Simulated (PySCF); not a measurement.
CsI, SMILES [I][Cs] (connectivity only; charge and spin as stated), charge +1, multiplicity 2.

Geometry: r2SCAN-D4/def2-TZVPD. The multiplicity is an assumed one; other spin states were not compared. The def2 effective core potentials stand for the cores of Cs, I; spin–orbit coupling is left out.

Level of theory: PySCF with PBE/def2-TZVPD.

Isolated molecule, no solvent.

```yaml
total_energy: -317.67411 hartree
point_group: C∞v
"α spin, highest occupied and lowest empty level": -10.62 and -5.31 eV
"β spin, highest occupied and lowest empty level": -10.31 and -10.18 eV
dipole_moment_about_the_centre_of_nuclear_charge: 7.66 D
"⟨S²⟩": 0.752 (pure state 0.75)
```
